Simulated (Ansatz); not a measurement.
Pt3H4. Total charge 0; singlet. Geometry PBE0-D4/def2-TZVP; atoms count from 1.

```xyz
7

Pt    0.488   -1.082    0.035
Pt   -0.682    1.114    0.926
Pt   -1.363    0.331   -1.303
H     0.089   -0.049   -1.690
H     1.942   -0.668   -0.054
H    -1.729    2.255    0.986
H     1.255   -1.899    1.099
```

In the def2 sets Pt takes a core potential; there is no spin–orbit coupling. The structure comes from a short search, and lower isomers may exist.

Q: Estimate the Mulliken populations from the PBE0/def2-TZVP orbitals of Ansatz.

A: 
```csv
atom,charge (e),d electrons
Pt1,-0.21,8.91
Pt2,-0.01,8.95
Pt3,0.04,8.98
H4,0.06,–
H5,0.06,–
H6,0.00,–
H7,0.05,–
```
Mulliken values depend strongly on the basis.

Q: And the Mayer bond orders between heavy atoms (over 0.3)?

A: Pt1–Pt2 0.48 (2.64 Å); Pt1–Pt3 0.42 (2.69 Å); Pt2–Pt3 0.98 (2.46 Å).
